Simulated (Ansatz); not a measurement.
Zn₂Se₃⁻, relaxed as a quartet with UKS PBE-D4/def2-SVPD in Ansatz, starting from the PBE-D4/def2-SVPD geometry of the charge -1 doublet. Force threshold 0.02 eV/Å.

The relaxation made no stability test and no search for a lower SCF solution. At PBE-D4/def2-SVPD a doublet of charge -1 lies 1.52 eV below the quartet, each at its own geometry. The structure comes from a short search, and lower isomers may exist.

Start:

```xyz
5

Zn   -0.015   -0.644   -0.134
Zn    0.042    1.895    0.391
Se    0.672    0.432    2.050
Se   -0.636    1.236   -1.706
Se   -0.062   -2.919   -0.600
```

```json
{"step": "1", "energy (eV)": "-292811.4557", "largest force component (eV/Å)": "1.845", "SCF passes": "48"}
{"step": "2", "energy (eV)": "-292811.8808", "largest force component (eV/Å)": "0.851", "SCF passes": "41"}
{"step": "3", "energy (eV)": "-292812.0216", "largest force component (eV/Å)": "0.168", "SCF passes": "36"}
{"step": "4", "energy (eV)": "-292812.0312", "largest force component (eV/Å)": "0.049", "SCF passes": "35"}
{"step": "5", "energy (eV)": "-292812.0317", "largest force component (eV/Å)": "0.012", "SCF passes": "31"}
{"step": "6", "energy (eV)": "-292812.0317", "largest force component (eV/Å)": "0.007", "SCF passes": "33"}
{"step": "7", "energy (eV)": "-292812.0319", "largest force component (eV/Å)": "0.015", "SCF passes": "32"}
{"step": "8", "energy (eV)": "-292812.0324", "largest force component (eV/Å)": "0.023", "SCF passes": "31"}
{"step": "9", "energy (eV)": "-292812.0354", "largest force component (eV/Å)": "0.038", "SCF passes": "38"}
{"step": "10", "energy (eV)": "-292812.0475", "largest force component (eV/Å)": "0.099", "SCF passes": "38"}
{"step": "11", "energy (eV)": "-292812.0896", "largest force component (eV/Å)": "0.184", "SCF passes": "51"}
{"step": "12", "energy (eV)": "-292812.1618", "largest force component (eV/Å)": "0.196", "SCF passes": "42"}
{"step": "13", "energy (eV)": "-292812.1976", "largest force component (eV/Å)": "0.271", "SCF passes": "31"}
{"step": "14", "energy (eV)": "-292812.2234", "largest force component (eV/Å)": "0.139", "SCF passes": "31"}
{"step": "15", "energy (eV)": "-292812.2359", "largest force component (eV/Å)": "0.090", "SCF passes": "30"}
{"step": "16", "energy (eV)": "-292812.2375", "largest force component (eV/Å)": "0.035", "SCF passes": "27"}
{"step": "17", "energy (eV)": "-292812.2383", "largest force component (eV/Å)": "0.006", "SCF passes": "26"}
```

Force components are those of the run's own axes.

End:

```xyz
5

Zn   -0.126   -0.843   -0.135
Zn    0.700    2.248    0.226
Se    0.158    0.476    1.885
Se   -1.005    1.148   -1.215
Se    0.273   -3.029   -0.760
```

By distances, no bond broke or formed, bridged metal pairs apart. The bond that changes most is Zn2–Se4, from 2.30 to 2.49 Å (atoms count from 1). Metal–metal contacts that move far: Zn1–Zn2 2.59 to 3.22 Å.

The force fell under the threshold at step 5, but the optimiser went on and released 0.207 eV more. No frequencies were taken in this run, so the end may be a saddle point.

It took 71 s on 4 threads of Arm Neoverse V2 on a shared host.
